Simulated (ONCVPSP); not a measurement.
# manganese: excitation energies, all-electron against ONCV

manganese (Mn), optimised norm-conserving Vanderbilt (ONCV), made with ONCVPSP 4.0.1 (PBEsol, fully relativistic). Core [Ne], reference 3s2 3p6 3d5.5 4s1.5. Waves: 3s+4s: rc 1.10 bohr, ncon 4, nbas 7, qcut 13.8 1/bohr, 2 projectors; 3p: rc 1.35 bohr, ncon 4, nbas 7, qcut 12.1 1/bohr, 2 projectors, debl 1 Ha; 3d: rc 1.95 bohr, ncon 3, nbas 7, qcut 7.1 1/bohr, 3 projectors, debl 3.5 Ha. Local part: polynomial inside 1.05 bohr (lpopt 5, dvloc0 3 Ha). Core correction: Teter function fitted to the true core (icmod 2), fcfact 0.5.

Open shells are filled in proportion to 2j + 1.

In the p channel the program set the typed energies aside and used -1.904, 0.250 Ha (j = l + 1/2; the other j can differ).

Energies are relative to the spin-unpolarised reference configuration 3s2 3p6 3d5.5 4s1.5; without spin polarisation the order of configurations can differ from experiment.

```json
{"valence configuration": "3s2 3p6 3d5 4s0", "charge": "+2", "ΔE all-electron (eV)": "24.430", "error AE − PS (meV)": "-1.7"}
{"valence configuration": "3s2 3p6 3d6 4s1", "charge": "0", "ΔE all-electron (eV)": "0.119", "error AE − PS (meV)": "+17"}
```

(1) What are ΔE and the potential's error for 3s2 3p6 3d5 4s1?

(2) What are ΔE and the potential's error for 3s2 3p6 3d5 4s2?

Levels in the configuration 3s2 3p6 3d5 4s2:

```
   level  all-electron (eV)  pseudo (eV)
3s j=1/2            -85.626      -85.546
3p j=3/2            -54.050      -53.983
3p j=1/2            -55.323      -55.252
3d j=5/2             -6.747       -6.636
3d j=3/2             -6.866       -6.753
4s j=1/2             -5.124       -5.142
```

Answers

(1) ΔE = 8.918 eV all-electron; the error (AE − PS) is +12 meV.

(2) ΔE = 0.485 eV all-electron; the error (AE − PS) is +29 meV.
